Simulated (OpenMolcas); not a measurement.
## W3+: moving or changing the point charges

W3+ among 4 point charges of -2 e arranged as a square (D4h), 2 Å from the ion.
```
   2.0000    0.0000    0.0000  -2.00
   0.0000    2.0000    0.0000  -2.00
  -2.0000    0.0000    0.0000  -2.00
   0.0000   -2.0000    0.0000  -2.00
```

- Program: OpenMolcas
- Method: SS-CASPT2, IPEA 0.25 Eh, imaginary shift 0.1 Eh (closed shells correlated: 4f 5s 5p)
- Basis: ANO-RCC-VDZP [7s6p4d2f1g]
- Scalar Hamiltonian: DKH2, point nucleus
- Active space: 3 electrons in 5 orbitals (5d)
- State averaging: 2S+1 = 4 even, 10 roots; 2S+1 = 2 even, 40 roots
- Spin-orbit coupling: RASSI with atomic mean-field integrals over the reference wave functions

Runs around this geometry, states (labels of D4, the rotations of D4h). Energies in cm-1 above the lowest state or level, χT in cm3 K/mol.

```
R (Å)  q (e)  Ground state  First state of that spin  First gap with spin-orbit (degeneracies)  χT at 300 K  First state of another spin
    2     -1           4A2                   4E 4110                                900 (2, 2)        0.488                    2B2 10720
    2     -2           4A2                  4E 14470                                170 (2, 2)        1.105                      2E 1270
 2.19     -2           4A2                  4E 10180                                400 (2, 2)        1.285                      2E 6610
```

Taking the first state of the same spin as R^-n, n = -ln(10180 / 14470) / ln(2.19 / 2) = 3.9 between the shortest and longest distance.

Scaling the charges by -1 / -2 = 0.50 scales the first state of the same spin by 4110 / 14470 = 0.28; with fixed orbitals a first-order splitting would follow the charge.

Free-ion shares, where given, are those of the reference states; single-state CASPT2 does not remix them. Spin-orbit coupling mixes the spin-free states strongly: the lowest level takes only 47 % from its leading state, 4A2 (figures for R = 2, q = -1; the like holds for R = 2, q = -2). Point charges carry no covalency, so the field is a model and not that of real ligands. No measured value stands beside these numbers.
